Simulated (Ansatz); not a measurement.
Isolated molecules relaxed with PBE0-D4/def2-TZVP in Ansatz; ΔE leaves out vibrations. CCSD(T)/CBS adds triple-zeta CCSD(T) − MP2 to the extrapolated MP2 energy (def2 sets, frozen cores). This one scheme is used for every species. Functionals use def2-TZVPP. For Ge outer-core shells are correlated without core-valence functions, which leaves a few kJ/mol of doubt a bond. Scalar relativity is left out up to krypton. One conformer a species, not always the lowest.

Reaction (hydrogenolysis of the Si–F bond): `F[SiH2][GeH2][SiH3]` + H₂ → `[SiH3][GeH2][SiH3]` + H–F

| level | ΔE (kJ/mol) | difference from CCSD(T)/CBS |
| --- | --- | --- |
| PBE-D4 | 93.0 | -4.9 |
| r2SCAN-D4 | 104.6 | 6.7 |
| PBE0-D4 | 90.6 | -7.3 |
| r2SCAN | 104.4 | 6.5 |
| SCS-MP2/def2-TZVPP | 101.0 | 3.1 |
| CCSD/def2-TZVPP | 94.3 | -3.6 |
| CCSD(T)/def2-TZVPP | 94.9 | -3.0 |
| MP2/def2-QZVPP | 102.2 | 4.3 |
| HF/CBS(def2) | 103.2 | 5.3 |
| MP2/CBS(def2) | 102.7 | 4.8 |
| CCSD(T)/CBS | 97.9 | 0 |

Largest T1 diagnostic among the species: 0.012.
